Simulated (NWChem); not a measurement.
System: CH$_{4}$ClNSi$_{2}$; SMILES Cl[Si@H]1C=N[SiH2]1

```xyz
9

Cl    -0.2216    -2.2585    -0.3181
Si     0.1128    -0.4267     0.6013
C      1.4496     0.7455    -0.1201
N      0.8947     1.8842    -0.3404
Si    -0.8692     1.5926    -0.0651
H      0.3090    -0.7112     2.0565
H      2.5347     0.6098    -0.2926
H     -1.4965     2.5505     0.8933
H     -1.6191     1.6226    -1.3539
```
Atoms are numbered in this order, from 1.

All runs use the structure optimised with PBE0/def2-SVP.

### Question
Give the principal values of the shielding tensors (ppm) of Cl1, Si2, C3, N4, Si5 from PBE/pcSseg-1, GIAO (NWChem), with their diamagnetic and paramagnetic parts as GIAO splits them.

### Answer
| atom | σ11 | σ22 | σ33 | isotropic | diamagnetic | paramagnetic |
|---|---|---|---|---|---|---|
| Cl1 | 717.5 | 958.0 | 978.1 | 884.5 | 1148.3 | -263.8 |
| Si2 | 275.9 | 305.7 | 412.0 | 331.2 | 879.0 | -547.7 |
| C3 | -136.1 | -69.3 | 84.6 | -40.3 | 256.9 | -297.1 |
| N4 | -768.9 | -219.3 | 197.1 | -263.7 | 326.8 | -590.5 |
| Si5 | 241.8 | 325.2 | 433.3 | 333.4 | 880.8 | -547.4 |
